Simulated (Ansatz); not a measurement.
CH7NSi3, SMILES [SiH3][Si@H]1N=C[SiH2]1.

Coordinates come from a B3LYP-D3(BJ)/def2-SVP optimisation. The structure was generated by enumeration; whether it is a known compound was not checked.

Two levels are set side by side: PBE/def2-TZVPD (Ansatz, an electronic-structure program) and CAM-B3LYP/def2-TZVPD (Ansatz). Energy differences of separate SCF runs at the same geometry; the states with an electron removed or added have multiplicity 2 and 2. Differences are taken from unrounded values.

```csv
quantity,CAM-B3LYP,PBE,PBE minus CAM-B3LYP
vertical ionisation energy (eV),8.70,8.50,-0.20
vertical singlet–triplet gap (eV),2.90,2.79,-0.10
```
